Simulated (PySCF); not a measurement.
CH8FNSi2, SMILES N[C@H]([SiH3])[SiH2]F.

Coordinates come from a PBE-D3(BJ)/def2-SVP optimisation. The structure was generated by enumeration; whether it is a known compound was not checked. The values are those of a single conformer.

Level of theory: TDA-LC-ωPBE/def2-SVPD (PySCF).

Vertical excitations. Gas-phase values at a fixed geometry.

| state | energy (eV) | λ (nm) | f | main pairs |
|---|---|---|---|---|
| S1 | 6.78 | 183 | 0.012 | HOMO→LUMO 75 %, HOMO→LUMO+1 12 % |
| S2 | 7.59 | 163 | 0.003 | HOMO→LUMO+1 59 %, HOMO→LUMO+2 11 % |
| S3 | 8.12 | 153 | 0.053 | HOMO−1→LUMO 44 %, HOMO−1→LUMO+1 31 % |
| S4 | 8.27 | 150 | 0.016 | HOMO→LUMO+3 59 %, HOMO→LUMO+6 10 % |
| S5 | 8.41 | 147 | 0.022 | HOMO→LUMO+4 31 %, HOMO→LUMO+2 14 %, HOMO−1→LUMO+1 9 %, HOMO−1→LUMO 7 % |
| S6 | 8.46 | 147 | 0.004 | HOMO→LUMO+4 18 %, HOMO−1→LUMO+1 16 %, HOMO−1→LUMO 15 %, HOMO→LUMO+5 9 % |
| S7 | 8.57 | 145 | 0.027 | HOMO→LUMO+5 20 %, HOMO→LUMO+6 20 %, HOMO→LUMO+2 13 %, HOMO−1→LUMO 9 % |
| S8 | 8.76 | 142 | 0.007 | HOMO−2→LUMO+1 43 %, HOMO−2→LUMO 9 % |
| S9 | 8.95 | 139 | 0.006 | HOMO→LUMO+4 24 %, HOMO→LUMO+2 23 %, HOMO→LUMO+6 11 %, HOMO→LUMO+5 7 % |
| S10 | 9.05 | 137 | 0.026 | HOMO−1→LUMO+3 37 %, HOMO−1→LUMO+5 11 %, HOMO−1→LUMO+6 7 % |
| T1 | 6.32 | 196 | 0 | HOMO→LUMO 67 %, HOMO→LUMO+1 16 % |
| T2 | 7.20 | 172 | 0 | HOMO→LUMO+1 45 %, HOMO→LUMO 11 %, HOMO→LUMO+2 10 % |
| T3 | 7.59 | 163 | 0 | HOMO−1→LUMO 35 %, HOMO−1→LUMO+1 28 % |
| T4 | 7.82 | 158 | 0 | HOMO→LUMO+3 21 %, HOMO−2→LUMO+1 13 %, HOMO−1→LUMO+1 12 %, HOMO−1→LUMO 11 % |
Triplets are in the Tamm–Dancoff approximation.
